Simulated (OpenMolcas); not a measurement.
Computed levels of 3s2 3p2 in ions with 14 electrons, in cm-1 above 3P0.

```yaml
Program: OpenMolcas
Method: MS-CASPT2, IPEA 0.25 Eh, imaginary shift 0.1 Eh
Basis: ANO-RCC-VQZP
Scalar_Hamiltonian: DKH2, point nucleus
Spin-orbit_coupling: RASSI with atomic mean-field integrals over the reference wave functions, term energies averaged over their components
```

Active space for each ion: 4 electrons in 4 orbitals (3s 3p); closed shells correlated by CASPT2: 2s 2p.

```tsv
Level	S2+	Ar4+
3P1	265	694
3P2	745	1859
1D2	10640	15640
1S0	25270	36200
```

Q: Estimate 3P2, 1D2, 1S0 for Cl3+ from its neighbours S2+ and Ar4+.

A: 3P2 is fine structure, which grows about as the fourth power of a screened charge, so the fourth roots are averaged: ((745^0.25 + 1859^0.25) / 2)^4 = 1208. The calculation gives 1212, so the estimate is off by -0.3 %; the measured value is 1341 (Moore, Atomic Energy Levels, vol. I, NSRDS-NBS 35 (1971 reprint of NBS Circular 467, 1949)).
1D2 is another term, which grows about linearly with the charge: (10640 + 15640) / 2 = 13140. The calculation gives 13140, so the estimate is off by 0 %; the measured value is 13766 (Moore, Atomic Energy Levels, vol. I, NSRDS-NBS 35 (1971 reprint of NBS Circular 467, 1949)).
1S0 is another term, which grows about linearly with the charge: (25270 + 36200) / 2 = 30735. The calculation gives 30780, so the estimate is off by -0.1 %; the measured value is 32550 (Moore, Atomic Energy Levels, vol. I, NSRDS-NBS 35 (1971 reprint of NBS Circular 467, 1949)).

CASPT2 does not keep the components of a term degenerate, so their means are used; among the terms shown or strongly mixed into the levels shown the widest spread is 51 cm-1 (3s2 3p2 1D, S2+). Over all roots computed the reference weight is 0.85 to 0.99 in S2+, 0.86 to 0.99 in Cl3+, 0.86 to 0.99 in Ar4+; the roots of lowest weight are the least certain, and an intruder state may touch them. Computed and measured levels are paired by configuration, term and J; levels that our copy of the source lacks, or whose pairing is in doubt (as where it misses far off the trend of its configuration), stay unpaired and out of the deviations. Levels of configurations outside the active space are missing.
